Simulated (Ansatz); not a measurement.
Gas-phase electronic energies from Ansatz, PBE0-D4/def2-TZVP geometries. CCSD(T)/CBS is the MP2 limit (def2-TZVPP, def2-QZVPP) plus CCSD(T) − MP2 in def2-TZVPP, frozen cores. This one scheme is used for every species. DFT in def2-TZVPP. B3LYP here is the variant with VWN-RPA as its local correlation; programs differ in this. def2 core potentials past Kr. For Sn outer-core shells are correlated without core-valence functions, which leaves a few kJ/mol of doubt a bond. Each species was taken in one conformer, which may not be the lowest.

Consider the hydrogenolysis of a C–Cl bond: `ClC[SiH2][SnH3]` + H₂ → `C[SiH2][SnH3]` + HCl.

```tsv
level	ΔE (kJ/mol)
LDA (SPW92)	-93.3
revPBE-D4	-83.2
PBE0-D4	-94.7
r2SCAN0-D4	-97.8
ωB97M-V	-93.6
B3LYP	-102.0
CCSD(T)/def2-SVP	-102.5
HF/def2-QZVPP	-112.6
```

What does CCSD(T)/CBS give? (Estimate.)

Ansatz gave: -92.9 kJ/mol. The listed levels differ from it by -0.4, 9.7, -1.8, -4.9, -0.7, -9.1, -9.6, -19.7 kJ/mol.

Largest T1 diagnostic among the species: 0.012.

From r2SCAN to r2SCAN0 (25 % exact exchange), in def2-TZVPP and without D4, ΔE moves by −4.3 kJ/mol. At CCSD(T), def2-SVP lies −9.5 kJ/mol from the extrapolated value and def2-TZVPP −4.3 kJ/mol.
